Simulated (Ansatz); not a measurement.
Molecule: C2H2Cl4, net charge 0, singlet state. 
Structure (B3LYP-D3(BJ)/def2-TZVP (Ansatz, a program for electronic structure) minimum search):
SMILES: ClC(C(Cl)Cl)Cl
```xyz
8

C     -0.7598     0.0501     0.0707
C      0.7598    -0.0501    -0.0707
Cl     1.3415    -1.6121     0.5674
Cl     1.5548     1.2875     0.8032
Cl    -1.5548    -1.2875    -0.8032
Cl    -1.3415     1.6121    -0.5674
H     -1.0549    -0.0129     1.1125
H      1.0549     0.0129    -1.1125
```

Wanted: atomisation energy (electronic, to ground-state atoms); the coupled-cluster value holds the core correlation from cc-pwCVTZ, in kcal/mol. Correlated levels leave the core frozen unless marked. Open shells are spin-unrestricted. No spin-orbit coupling. Non-relativistic. Basis-set limits of correlation are two-point, X^-3; Hartree-Fock from the larger set. The bracket is a focal-point correction in the basis named.

Level to compare with: RI-MP2/CBS(cc-pV(T+d)Z,cc-pV(Q+d)Z)+[CCSD(T)-MP2]/cc-pV(T+d)Z plus the core term (Ansatz), 621.7 kcal/mol. It is a level with limits of its own, and the differences hold the functionals' basis error too.

### Question
Rank these functionals by how close they come to RI-MP2/CBS(cc-pV(T+d)Z,cc-pV(Q+d)Z)+[CCSD(T)-MP2]/cc-pV(T+d)Z, closest first: r2SCAN/def2-TZVPD (Ansatz); HSE06/def2-TZVPD (Ansatz); CAM-B3LYP/def2-TZVPD (Ansatz); BLYP/def2-TZVPD (Ansatz).

### Answer
r2SCAN/def2-TZVPD (meta-GGA, 622.8 kcal/mol, difference 1.1), HSE06/def2-TZVPD (screened hybrid, 624.7 kcal/mol, difference 3.0), CAM-B3LYP/def2-TZVPD (range-separated hybrid, 603.8 kcal/mol, difference -17.9), BLYP/def2-TZVPD (GGA, 595.9 kcal/mol, difference -25.8)
